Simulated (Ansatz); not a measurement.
LiSn₁₉H₂₈. Charge 0, multiplicity 2. Geometry PBE-D4/def2-SVP.

```xyz
48

Li   -2.167   -3.382    2.051
Sn    0.369    5.030   -2.988
Sn    2.440    6.265    0.918
Sn    4.484    3.264   -1.934
Sn    0.694    0.457   -1.692
Sn    2.942    1.843    2.133
Sn   -3.334   -6.981   -1.549
Sn    0.009   -4.937    0.810
Sn   -1.228    3.499    1.072
Sn   -0.563   -0.910    2.204
Sn   -2.894   -2.440   -0.718
Sn    2.859    5.560   -1.779
Sn   -0.853    2.850   -1.648
Sn   -3.866   -4.392   -2.516
Sn    1.252    4.097    2.278
Sn    3.225    1.121   -0.584
Sn   -0.038   -2.165   -0.355
Sn    1.790   -0.263    3.622
Sn   -0.645   -7.205   -0.758
Sn   -2.383    1.256    2.326
H    -0.649    6.441   -2.924
H     0.595    4.639   -4.666
H     1.411    7.662    1.017
H     3.947    6.687    1.674
H     4.727    2.845   -3.604
H     6.053    3.594   -1.258
H     1.054    0.105   -3.377
H     4.490    2.259    2.823
H    -3.751   -8.173   -2.740
H    -4.342   -7.265   -0.164
H     1.327   -5.310    1.897
H    -1.350   -5.019    2.030
H    -2.294    4.867    1.264
H    -1.423   -2.149    3.219
H    -3.845   -0.985   -0.817
H    -3.542   -3.091    0.849
H     3.635    6.888   -2.603
H    -2.433    2.555   -2.333
H    -3.044   -4.176   -4.031
H    -5.564   -4.189   -2.825
H     0.982    4.523    3.948
H     4.286   -0.265   -0.640
H     2.828   -1.655    3.680
H     1.452    0.208    5.261
H     0.367   -7.215   -2.168
H    -0.366   -8.704    0.078
H    -3.858    0.793    1.532
H    -2.787    1.566    3.989
```

In the def2 sets Sn takes a core potential; there is no spin–orbit coupling. Single mean-field runs in def2-SVP, def2-mTZVP are fitted with def2-universal-jkfit.

(1) Estimate the α-spin orbital energies around the gap (eV) in Ansatz with PBE-D4/def2-SVP, r2SCAN-D4/def2-SVP, r2SCAN-D4/def2-mTZVP, B97M-V/def2-SVP, PBE0-D4/def2-SVP.

Results:

(1) 
```tsv
orbital	PBE-D4/def2-SVP	r2SCAN-D4/def2-SVP	r2SCAN-D4/def2-mTZVP	B97M-V/def2-SVP	PBE0-D4/def2-SVP
HOMO−9	-6.32	-6.58	-6.65	-6.62	-7.25
HOMO−8	-6.19	-6.43	-6.51	-6.48	-7.10
HOMO−7	-6.11	-6.35	-6.42	-6.38	-6.98
HOMO−6	-6.08	-6.32	-6.39	-6.37	-6.97
HOMO−5	-6.02	-6.26	-6.32	-6.29	-6.89
HOMO−4	-5.96	-6.19	-6.26	-6.24	-6.81
HOMO−3	-5.92	-6.15	-6.22	-6.19	-6.77
HOMO−2	-5.80	-6.03	-6.09	-6.07	-6.63
HOMO−1	-5.69	-5.91	-5.97	-5.96	-6.49
HOMO	-4.26	-4.44	-4.51	-4.34	-4.86
LUMO	-2.65	-2.55	-2.63	-2.57	-2.05
LUMO+1	-2.60	-2.48	-2.57	-2.48	-1.96
LUMO+2	-2.45	-2.30	-2.39	-2.30	-1.74
LUMO+3	-2.29	-2.14	-2.23	-2.19	-1.65
LUMO+4	-2.13	-2.00	-2.08	-2.04	-1.48
LUMO+5	-2.10	-1.97	-2.06	-2.01	-1.47
β HOMO	-5.66	-5.88	-5.94	-5.93	-6.46
β LUMO	-3.99	-3.86	-3.93	-3.88	-3.45
```
